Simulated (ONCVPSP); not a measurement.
carbon (C): one change to an ONCV potential, before and after

- Element: carbon
- Generator: ONCVPSP 4.0.1
- Type: optimised norm-conserving Vanderbilt (ONCV)
- Functional: PBE
- Relativity: scalar-relativistic
- Frozen core: [He]
- Valence charge: 4
- Reference configuration: 2s2 2p2
- Partial waves: 2s: rc 1.30 bohr, ncon 4, nbas 8, qcut 5.9 1/bohr, 2 projectors, debl 1.8 Ha; 2p: rc 1.75 bohr, ncon 4, nbas 8, qcut 7.6 1/bohr, 3 projectors, debl 0.4 Ha
- Local potential: polynomial inside 1.00 bohr (lpopt 2, dvloc0 0 Ha)
- Core correction: none

Change: s: qcut 8.2.

Cutoffs: the cutoffs (Ha) at which the residual kinetic energy of the hardest occupied pseudo-wave falls to 1 and 0.1 mHa per electron; they do not see the model core or the augmentation charge, which bear on the density cutoff. Errors are all-electron minus pseudo energies relative to the spin-unpolarised reference configuration.

Question: What does the change do?

Answer: The potential gets neither clearly harder nor softer (18 Ha and 52 Ha → 20 Ha and 26 Ha); the errors of the 4 common tests hardly move; neither file shows a bound ghost.

| quantity | base | changed |
| --- | --- | --- |
| cutoff, loose | 18 Ha | 20 Ha |
| cutoff, tight | 52 Ha | 26 Ha |
| loose cutoff by channel | s 15 Ha, p 18 Ha | s 20 Ha, p 18 Ha |
| bound ghosts | none | none |
| GHOST(+) flags under 300 eV | none | none |
| error for 2s2 2p1, meV [ΔE 10.86 eV] | +20 | +17 |
| error for 2s2 2p0, meV [ΔE 35.02 eV] | +207 | +184 |
| error for 2s1 2p0, meV [ΔE 83.21 eV] | +430 | +433 |
| error for 2s1 2p2, meV [ΔE 19.62 eV] | -12 | -13 |
| s: phases at 1.32 bohr within 0.05 rad from the reference energy up to (Ha; the scan ends near 5) | to the end of the scan | to the end of the scan |
| p: phases at 1.78 bohr within 0.05 rad from the reference energy up to (Ha; the scan ends near 5) | to the end of the scan | to the end of the scan |
